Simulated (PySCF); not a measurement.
**Computed properties of SiI4, SMILES I[Si](I)(I)I**

SiI4, SMILES I[Si](I)(I)I. Geometry: r2SCAN-D4/def2-SVP. The isomer is the one that the SMILES or the coordinates give; other isomers of the formula were not compared. The def2 effective core potentials stand for the cores of I; spin–orbit coupling is left out. One conformer was computed; it need not be the lowest. All values are computed for the isolated molecule unless a solvent is named; none is compared with measurement here.

**Structure.** The optimised structure has Td symmetry. All 9 harmonic modes at r2SCAN-D4/def2-SVP (PySCF) are real, so it is a minimum. With heavy atoms numbered as in [I:1][Si:2]([I:3])([I:4])[I:5], the shortest bond between them is I1–Si2 at 2.451 Å and the longest Si2–I4 at 2.451 Å.

**Vibrations.** The strongest infrared lines (harmonic, unscaled, degenerate partners summed) lie at 404 cm⁻¹ (355 km/mol, Si 89 %, I 11 %), 93 cm⁻¹ (1 km/mol, I 94 %). The softest mode is at 59 cm⁻¹ and the zero-point energy is 2.5 kcal/mol.

**Electronic structure.** ωB97X/def2-TZVP (PySCF) places the frontier levels at -9.85 and -0.81 eV, a gap of 9.04 eV, and gives a dipole moment of 0.00 D and a mean polarisability of 154.2 bohr³.

**Excitations.** TDDFT-M06-2X/def2-SVPD (PySCF) has S1 at 3.92 eV (316 nm, f = 0.000, dark); the most intense of the 10 singlets computed lies at 4.56 eV (f = 0.15). Strengths of degenerate partners are summed. T1 (TDA) is at 3.65 eV. No vertical singlet excitation falls in the visible range (under 3.1 eV).
